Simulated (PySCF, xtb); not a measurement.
TiCl₄, SMILES [Cl][Ti]([Cl])([Cl])[Cl], multiplicity 1.

GFN2-xTB (xtb 6.7.1) at its own geometry gives an orbital gap of 2.99 eV and a dipole moment of 0.00 D.

Geometry optimised at PBE0-D3(BJ)/def2-SVP. The multiplicity is an assumed one; no other spin state was optimised. The isomer is the one that the SMILES or the coordinates give; other isomers of the formula were not compared.

Problem. What does PySCF with HF/def2-TZVP give? (The exact figures need the calculation; the answer reports its results.)

Solution. gap 13.20 eV (levels -12.86 and 0.34 eV), dipole 0.00 D.
